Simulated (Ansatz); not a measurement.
Molecule: bromoborane, sum formula BH$_{2}$Br, charge 0, multiplicity 1. 
Geometry from a B3LYP-D3(BJ)/def2-TZVP (Ansatz, a program for electronic structure) optimisation:
```xyz
4

B     -1.5458     0.1038    -0.1796
Br     0.3404    -0.0229     0.0396
H     -1.9662     0.9940    -0.8363
H     -2.2187    -0.7130     0.3500
```

Wanted: vertical ionisation energy (to the doublet state of charge +1; each state is the SCF solution reached for its spin), in eV. Correlated levels leave the core frozen unless marked. Open shells are spin-unrestricted. No spin-orbit coupling. Frozen are the shells of the preceding noble gas and the d and f shells that filled before the atom's block. Non-relativistic. CBS marks a two-point X^-3 extrapolation of the correlation energy; Hartree-Fock from the larger set.

| level | program | vertical ionisation energy (eV) |
|---|---|---|
| SVWN5/def2-TZVPD | Ansatz | [?] |
| wB97M-V/def2-TZVPD | Ansatz | 10.84 |
| wB97X-V/def2-TZVPD | Ansatz | [?] |
| SCS-MP2/aug-cc-pVDZ | Ansatz | 10.84 |
| CCSD/aug-cc-pVQZ | Ansatz | 10.92 |
| CCSD(T)/CBS(aug-cc-pVTZ,aug-cc-pVQZ) | Ansatz | [?] |

Question: What belongs in the gaps?

Answer: 
- SVWN5/def2-TZVPD, vertical ionisation energy (eV): 10.73
- wB97X-V/def2-TZVPD, vertical ionisation energy (eV): 10.88
- CCSD(T)/CBS(aug-cc-pVTZ,aug-cc-pVQZ), vertical ionisation energy (eV): 11.04
